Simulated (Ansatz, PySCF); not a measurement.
Stretching the C5–H7 bond in CH6BN (SMILES BNC) (multiplicity 1 held, fragments rigid). Energies count from the point at 1.093 Å.
Geometry at that point (charge 0, multiplicity 1):
```xyz
9

B     -0.174     0.169     1.360
H     -1.047     0.516     2.096
H      0.905    -0.150     1.760
N     -0.421     0.138    -0.002
C      0.505    -0.252    -1.053
H     -1.332     0.407    -0.344
H      0.678     0.567    -1.756
H      0.130    -1.110    -1.617
H      1.457    -0.526    -0.602
```

R- and RO- levels are restricted; in cc, def2 and unpolarised 6-31G sets they are followed outwards from rest. U- levels take the lowest unrestricted solution at each point, which mixes spins at long bonds. Left out are points that failed, MP2 points in a non-variational dive below the minimum, coupled-cluster points behind a sign of a changed root (a jump of the amplitudes, or a one-step jump against full CI or MRCI), small-basis points behind a change of solution, and semi-empirical points at long bonds. Curves can end on different states.

Correlated levels freeze the cores. Rows in 6-31G* carry no dispersion term and start afresh at each structure (6-31G* with six Cartesian d functions). MP2/6-31G* freezes PySCF's default core.

Codes used: Ansatz (Gaussian basis) for Hartree–Fock, density functionals and correlated methods; PySCF for 6-31G* rows. 

Energies in kcal/mol.

| R (Å) | R-BP86/6-31G* | R-r2SCAN/cc-pVTZ | U-r2SCAN/cc-pVTZ | U-B3LYP/6-31G* | R-MP2/6-31G* | R-SCS-MP2/cc-pVTZ |
|---|---|---|---|---|---|---|
| 0.875 | 31.4 | 28.0 | 28.0 | 29.9 | 30.2 | 28.0 |
| 0.984 | 6.9 | 5.5 | 5.5 | 6.1 | 6.0 | 5.4 |
| 1.093 | 0.0 | 0.0 | 0.0 | 0.0 | 0.0 | 0.0 |
| 1.203 | 2.6 | 3.6 | 3.6 | 3.3 | 3.7 | 3.9 |
| 1.312 | 10.0 | 11.8 | 11.8 | 11.5 | 12.5 | 12.6 |
| 1.476 | 24.8 | 27.7 | 27.7 | 27.3 | 29.4 | 29.5 |
| 1.640 | 40.4 | 44.3 | 44.3 | 44.0 | 47.2 | 47.2 |
| 1.913 | 64.1 | 69.2 | 69.2 | 69.3 | 74.2 | 74.1 |
| 2.186 | 83.3 | 89.2 | 86.4 | 88.6 | 96.2 | 95.9 |
| 2.514 | 100.8 | 107.2 | 96.1 | 99.9 | 115.8 | 115.4 |
| 2.952 | left out | 123.6 | 101.8 | 105.8 | 131.9 | 132.0 |
| 3.498 | left out | 135.6 | 104.3 | 107.9 | 138.3 | 140.8 |

Doubts at one or more of the structures used: a restricted determinant that unrestricted orbitals would lower (R-BP86/6-31G*, R-r2SCAN/cc-pVTZ, R-MP2/6-31G*, R-SCS-MP2/cc-pVTZ); a spin-contaminated determinant (U-r2SCAN/cc-pVTZ, U-B3LYP/6-31G*).

Ansatz is a program for electronic structure.
